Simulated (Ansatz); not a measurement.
Species: CH$_{2}$OSi, SMILES `O=C=[SiH2]` (charge 0, multiplicity 1).

Give a relaxed geometry from B3LYP-D3(BJ)/def2-TZVP (Ansatz, a program for electronic structure).

the end point of this relaxation (outside a Z-matrix the atoms follow the SMILES, hydrogens last).
Cartesian coordinates (Å) in one orientation:
```xyz
5

O      1.938    -0.111    -0.795
C      0.914    -0.019    -0.310
Si    -0.590     0.252     0.780
H     -1.218     1.017    -0.359
H     -1.045    -1.139     0.415
```
